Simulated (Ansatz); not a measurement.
Harmonic frequencies (cm⁻¹) at PBE0-D4/def2-TZVP from Ansatz: 108, 132, 141, 181, 248, 323, 430, 475, 532, 590, 677, 692, 754, 879, 916, 942, 959, 962, 1135, 1163, 1238, 1351, 1443, 1471, 1496, 1988, 2176, 2181, 2205, 2984, 3012, 3026, 3103.

Q: Which molecule is it?
A. `C[N]1[AlH][CH]1[SiH3]`
B. `NC(S)[SiH2]Cl`
C. `FB1[SiH2]BCS1`
D. `C[N]1[SiH2][Al]1[CH3]`

A: A.
